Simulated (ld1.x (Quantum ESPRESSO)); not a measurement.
## Scattering properties, PAW potential for B (Z = 5)

* Element: boron
* Generator: ld1.x (Quantum ESPRESSO) 7.5
* Type: PAW
* Functional: PBEsol
* Relativity: non-relativistic
* Frozen core: [He]
* Valence charge: 3
* Reference configuration: 2s2 2p1
* Partial waves: 2s (bound): rcut 1.20, rcutus 1.50 bohr; 2s channel at 1.2 Ry: rcut 1.20, rcutus 1.50 bohr; 2p (bound): rcut 3.30, rcutus 3.90 bohr; 2p channel at 0.75 Ry: rcut 3.30, rcutus 3.90 bohr; 3d channel at 0.5 Ry: rcut 3.95, rcutus 4.40 bohr; 3d channel at 3.15 Ry: rcut 3.95, rcutus 4.40 bohr
* Local potential: all-electron potential smoothed inside 4.35 bohr (lloc = -2)
* Core correction: Bessel-smoothed model core inside 1.45 bohr
* Augmentation charge: PSQ, inside the norm-conserving radii

The phase is arctan(r·u′/u) with u = r·R(r), unwrapped; energies in Ry, scanned from -3 to 5 Ry. A pole is an energy at which the radial function vanishes at the test radius. The pseudo phase is shifted by a multiple of π to meet the all-electron one at the reference energy, and phase errors are pseudo minus all-electron; the curves can meet again beyond the range given. Levels narrower than the energy grid can be missing from the lists of poles.

```
channel  radius (bohr)  reference energy (Ry)  poles, all-electron      poles, pseudo  unbroken range about the reference energy with phases within 0.05 rad  phase error 1 Ry above the reference energy (rad)
      s           4.76                  -0.69    -0.66, 0.98, 3.48  -0.66, 0.98, 3.46                                                              below 4.7                                             +0.005
      p           4.76                  -0.26    -0.21, 1.16, 3.43  -0.21, 1.18, 4.59                                                              below 1.7                                             +0.000
      d           4.76                   0.50           0.90, 2.74         1.12, 2.89                                                             0.4 to 0.8                                             +0.411
```

Phases in the p channel:

```tsv
E (Ry)	all-electron	pseudo
-3.00	1.448	1.448
-2.52	1.437	1.437
-2.04	1.421	1.422
-1.56	1.399	1.399
-1.08	1.361	1.362
-0.60	1.264	1.267
-0.12	-1.757	-1.753
0.36	-2.774	-2.738
0.84	-4.561	-4.561
1.32	-4.763	-4.751
1.80	-4.965	-4.880
2.28	-7.098	-5.226
2.76	-7.726	-7.282
3.24	-7.829	-7.679
3.72	-7.891	-7.775
4.20	-7.968	-7.824
4.68	-8.240	-7.860
```
